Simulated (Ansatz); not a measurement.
C$_{2}$H$_{8}$BSb (`BC[CH2][SbH2]`), relaxed with RKS PBE0-D4/def2-TZVP in Ansatz from a PBE-D4/def2-SVP geometry. The force threshold is 0.005 eV/Å; the program also tests the step.

The species carries charge 0 and has multiplicity 1. Sb: def2 effective core potential.

Start:

```xyz
12

B     1.299    1.366   -0.305
C     0.656    0.178    0.474
C    -0.498   -0.012   -0.544
Sb   -1.949   -1.630   -0.061
H     0.913    2.508   -0.119
H     2.091    1.155   -1.209
H     0.244    0.420    1.473
H     1.261   -0.747    0.538
H    -0.131   -0.270   -1.560
H    -1.131    0.895   -0.646
H    -2.073   -1.123    1.596
H    -0.683   -2.740    0.365
```

(1) How much energy does the relaxation release, and in how many steps? (An estimate is asked.)

(2) Which bonds change most? (An estimate is asked.)

(3) Give the relaxed structure. (Best estimate.)

Results:

(1) Computed: 5.42 kJ/mol, in 8 steps.

(2) Computed: C3–Sb4 from 2.227 to 2.177 Å; Sb4–H12 from 1.737 to 1.711 Å; Sb4–H11 from 1.737 to 1.711 Å; B1–H5 from 1.220 to 1.199 Å.

(3) The calculation gave: 
```xyz
12

B     1.307    1.361   -0.296
C     0.635    0.184    0.455
C    -0.520   -0.021   -0.549
Sb   -1.913   -1.615   -0.040
H     0.941    2.487   -0.109
H     2.098    1.148   -1.172
H     0.227    0.422    1.439
H     1.225   -0.731    0.526
H    -0.154   -0.274   -1.549
H    -1.140    0.875   -0.651
H    -2.040   -1.119    1.593
H    -0.666   -2.717    0.353
```
